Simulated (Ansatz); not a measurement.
A made-up structure of CH4BBr, singlet:

```tsv
atom	x (Å)	y (Å)	z (Å)
B1	-0.2019	-0.8172	-0.1812
C2	0.4703	0.4988	0.3009
Br3	-1.1659	1.2622	-0.5306
H4	0.0695	-1.2487	-1.2602
H5	-0.9287	-1.4056	0.5603
H6	1.3125	0.9234	-0.2364
H7	-1.9129	2.5467	-0.7991
```

It is relaxed with PBE-D4/def2-SVP and then PBE0-D4/def2-TZVP (Ansatz 0.2.0). Atoms count as bonded within 1.22 times the sum of their covalent radii (H–H: 0.88 Å). The end point is not checked to be a true minimum.

Q: Does its bonding change? (A judgement: the text doesn't fix the answer.)

A: The calculation gives: Yes. Formed: none; broken: B1–Br3.

Where it ends: The first stage lowers the energy by 2.66 eV in 13 steps. It ends as CH₄BBr ([BH2][CH][BrH]):
```
7
angstrom
B -0.1596 -0.8933 -0.1732
C 0.1697 0.4723 -0.5247
Br -1.3016 1.6317 -0.9447
H 0.7645 -1.6417 -0.0052
H -1.2890 -1.2784 -0.0612
H 1.0672 1.0498 -0.6860
H -1.6082 2.4191 0.2488
```

Labels in which every atom is bracketed show which atoms are joined, not bond orders.

For scale, one of the runs: PBE0-D4/def2-TZVP relaxation, 134 basis functions, launched by `ansatz run in.yaml --threads 2 --pin off --events-out ev --progress --plain --max-ram 4352MiB`. The run took about 31 s on 2 CPU threads of an Arm Neoverse V1 (shared host).
